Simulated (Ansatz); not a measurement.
`FC[SiH2][GaH2]` + `N=C=N` → `N=C=N[SiH2][GaH2]` + fluoromethane  (ligand exchange at the Si–C bond)

Isolated molecules relaxed with PBE0-D4/def2-TZVP in Ansatz; ΔE leaves out vibrations. CBS: MP2 limit from def2 TZ/QZ plus the TZ coupled-cluster correction, frozen cores. This one scheme is used for every species. DFT in def2-TZVPP. B3LYP here is the variant with VWN-RPA as its local correlation; programs differ in this. For Ga outer-core shells are correlated without core-valence functions, which leaves a few kJ/mol of doubt a bond. Scalar relativity is left out up to krypton. One conformer a species, not always the lowest.

`FC[SiH2][GaH2]`:

Z-matrix (Å, degrees):
```
C
Si 1 1.918
F 1 1.431 2 105.2
H 1 1.091 2 114.6 3 -116.2
H 1 1.091 2 114.7 3 116.3
Ga 2 2.412 1 89.0 3 0.6
H 2 1.489 1 109.6 3 121.6
H 2 1.489 1 109.7 3 -120.3
H 6 1.570 2 119.9 1 89.0
H 6 1.570 2 120.0 1 -89.9
```

`N=C=N`:

Cartesian coordinates in Å:
```
N 0.168 -1.228 -0.004
C -0.104 -0.047 0.111
N -0.497 1.078 0.355
H 1.136 -1.513 -0.057
H -0.703 1.710 -0.405
```

`N=C=N[SiH2][GaH2]`:

Cartesian coordinates in Å:
```
N -2.968 -0.053 -0.191
C -1.885 -0.468 0.182
N -0.850 -1.007 0.477
Si 0.860 -0.946 0.239
Ga 1.678 1.228 -0.441
H -3.449 0.690 0.291
H 1.490 -1.354 1.525
H 1.208 -1.991 -0.764
H 3.196 1.428 -0.803
H 0.719 2.473 -0.516
```

`CF`:

Z-matrix (Å, degrees):
```
C
F 1 1.376
H 1 1.092 2 109.1
H 1 1.092 2 109.1 3 -120.0
H 1 1.092 2 109.1 3 120.0
```

```csv
level,ΔE (kcal/mol),difference from CCSD(T)/CBS
B3LYP-D4,-21.4,-0.6
r2SCANh-D4,-20.0,0.8
BHLYP-D4,-23.3,-2.5
CAM-B3LYP-D4,-21.2,-0.4
ωB97X-V,-19.7,1.1
PBE,-18.1,2.7
revPBE,-19.1,1.7
PBE0,-20.0,0.8
SCS-MP2/def2-TZVPP,-22.8,-2.0
HF/def2-QZVPP,-27.2,-6.4
CCSD(T)/CBS,-20.8,0
```

(1) What do rigid-rotor, harmonic-oscillator terms from PBE0-D4/def2-TZVP frequencies (298.15 K, 1 bar) make of the CCSD(T)/CBS value? (An estimate is asked.)

Largest T1 diagnostic among the species: 0.017.

Results:

(1) Computed: ΔZPE = +0.3 kcal/mol, ΔH = -20.0 kcal/mol, ΔS = 24 J/(mol·K), ΔG = -21.7 kcal/mol. Modes under 50 cm⁻¹ make the entropy rough.

In def2-TZVPP, CCSD(T) changes the Hartree–Fock value by +6.4 kcal/mol (the triples alone add +0.8 kcal/mol) and MP2 by +4.3 kcal/mol. At CCSD(T), def2-SVP lies +3.0 kcal/mol from the extrapolated value and def2-TZVPP +0.5 kcal/mol.

CCSD(T)/CBS has its own doubt, a few kJ/mol and more with outer-core shells, so smaller differences from it don't rank the levels.
